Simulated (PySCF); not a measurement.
Cartesian coordinates in Å; atom numbers follow the order of the lines, from 1:
```xyz
19

C    -1.774   -1.103   -1.104
C    -1.367   -0.766    0.323
Si    0.035    0.534    0.362
P    -0.521    2.261   -0.987
P     0.604    0.881    2.530
O     1.365   -0.041   -0.378
Si    2.482   -1.204   -0.584
H    -2.108   -0.206   -1.625
H    -0.928   -1.513   -1.651
H    -2.584   -1.830   -1.122
H    -1.033   -1.670    0.833
H    -2.233   -0.396    0.873
H    -1.534    2.727   -0.161
H     0.400    3.142   -0.442
H     1.398    1.983    2.258
H    -0.498    1.674    2.804
H     1.784   -2.428   -0.976
H     3.320   -0.658   -1.646
H     3.183   -1.378    0.686
```

- geometry from GFN2-xTB
- σ from GIAO-PBE0/pcSseg-1
- run in PySCF
- in vacuum, rapidly exchanging positions averaged, one conformer, non-relativistic

Referencing at the same level of theory: TMS for $^{13}$C (σ = 186.93 ppm), $^{1}$H (σ = 31.72 ppm), $^{29}$Si (σ = 349.16 ppm); $^{31}$P (σ = 318.38 ppm) against H3PO4; H2O for $^{17}$O (σ = 336.08 ppm).

| atoms | nucleus | count | Hirshfeld charge | δ (ppm) |
| --- | --- | --- | --- | --- |
| H8/H9/H10 | $^{1}$H | 3 | 0.04 | 1.27 |
| H11/H12 | $^{1}$H | 2 | 0.04 | ? |
| H13/H14/H15/H16 | $^{1}$H | 4 | -0.01 | 1.20 |
| Si7 | $^{29}$Si | 1 | 0.39 | -42.2 |
| C2 | $^{13}$C | 1 | -0.16 | 18.6 |
| H17/H18/H19 | $^{1}$H | 3 | -0.08 | 5.10 |
| Si3 | $^{29}$Si | 1 | 0.35 | ? |
| O6 | $^{17}$O | 1 | -0.31 | 33.1 |
| P4/P5 | $^{31}$P | 2 | -0.03 | ? |
| C1 | $^{13}$C | 1 | -0.12 | 10.6 |

**Question.** Complete the table.

**Answer.** 
- H11/H12: 0.80 ppm, hydrogen on an sp3 CH2 bonded to Si; an electropositive neighbour shields it, as in TMS itself
- Si3: 34.5 ppm, silicon bonded to C, O, 2 P
- P4/P5: -256.6 ppm, phosphorus bonded to Si, 2 H

Shifts are as computed. Against solution values, carbons near 30 ppm lie about +3 ppm off and those near 130 ppm about +5 ppm. Of 1211 compounds with measured shifts, 218 miss one by over three times the rms of a fit or turn the order of signals round; such compounds aren't used in these exercises. Experimental scales use liquid or dissolved standards, which lie at an offset from isolated H2O (liquid H2O: subtract about 36 ppm) and H3PO4.
